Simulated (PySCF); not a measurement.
## Ionisation energy of Re(44+) by level of theory

Re(44+) [Ar] 3d10 4s2 4p1 (2P) → Re(45+) [Ar] 3d10 4s2 (1S), as a difference of total energies. All numbers are calculated (PySCF 2.14, scalar relativity by spin-free X2C-1e, in an uncontracted even-tempered set (18 s from 4.7 bohr⁻², ratio 2.5; 14 p from 6.1 bohr⁻², ratio 2.5; 8 d from 11 bohr⁻², ratio 2.5; 4 f from 31 bohr⁻², ratio 2.7; 4 g from 46 bohr⁻², ratio 2.7)). Correlated levels: outer shells: [Ne] frozen; virtual orbitals above 40 to 60 times the deepest correlated orbital energy dropped. The calculations carry no spin-orbit coupling.

```tsv
method	ionisation energy (eV)
UHF	2225.9
MP2 (outer shells)	2227.0
SCS-MP2 (outer shells)	2226.9
CCSD (outer shells)	2227.1
CCSD(T) (outer shells)	2227.1
```

Breit and QED terms and the two-electron picture change are absent.

The reference lies between the lowest fine-structure levels, while these numbers refer to the centres of the terms.

For comparison: 2302 ± 4 eV (theoretical estimate listed by NIST; NIST Atomic Spectra Database, ionization energies).
